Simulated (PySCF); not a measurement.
H2I2O2Si, SMILES [Si](O)(O)(I)I. Coordinates come from a PBE0-D3(BJ)/def2-SVP optimisation. The def2 effective core potentials stand for the cores of I; spin–orbit coupling is left out. The values are those of a single conformer.

Computed equilibrium geometry at PBE0-D3(BJ)/def2-SVP (PySCF confirms it by a frequency run) as a Z-matrix, and its point group (one conformer of several):
point group C2.
```
Si
O 1 1.6460
H 2 0.9641 1 116.28
O 1 1.6460 2 113.82 3 74.57
H 4 0.9641 1 116.28 2 74.57
I 1 2.4309 2 105.02 3 -164.72
I 1 2.4309 2 110.28 3 -43.15
```
